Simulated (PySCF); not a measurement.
## Relaxation of triplet Hg2Se

Method: PySCF, UB3LYP, basis Se def2-SVP, Hg def2-SVP with ECP60 (scalar-relativistic core potentials, no spin–orbit coupling, density fitting). A (50,194) grid was used.

A hand-made linear start, of D∞h symmetry, held to at least that symmetry:

```xyz
3
charge 0 multiplicity 3, angstrom
Se    0.0000    0.0000    0.0000
Hg    0.0000    0.0000    2.4900
Hg    0.0000    0.0000   -2.4900
```

Task: What does it relax to?

Result: It ends at D∞h with Se–Hg 3.062 Å (×2); Hg–Se–Hg 180.0°. A frequency run shows 1 imaginary mode, down to 21i cm⁻¹, so it is at most a very flat saddle point. Other isomers or separated fragments may lie lower.

Task: How much energy is released, and in how many steps?

Result: 90.6 kJ/mol in 7 steps.

At this level a singlet minimum of D∞h symmetry lies 19 kJ/mol below this structure. Spin–orbit coupling, left out here, can matter for elements this heavy.

The relaxation took roughly 90 core-seconds on a shared host.
